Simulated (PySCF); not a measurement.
Rb(I) cation (IRb), SMILES [Rb][I] (connectivity only; charge and spin as stated), charge +1, multiplicity 2.

Geometry: B3LYP-D3(BJ)/def2-TZVPD. The spin state was assumed, not searched. The def2 effective core potentials stand for the cores of I, Rb; spin–orbit coupling is left out.

Computed with PBE/def2-TZVPD (PySCF).

The molecule is in vacuum.

```yaml
total_energy: -321.59929 hartree
point_group: C∞v
"α spin, highest occupied and lowest empty level": -10.76 and -5.66 eV
"β spin, highest occupied and lowest empty level": -10.45 and -10.32 eV
dipole_moment_about_the_centre_of_nuclear_charge: 9.04 D
"⟨S²⟩": 0.752 (pure state 0.75)
```
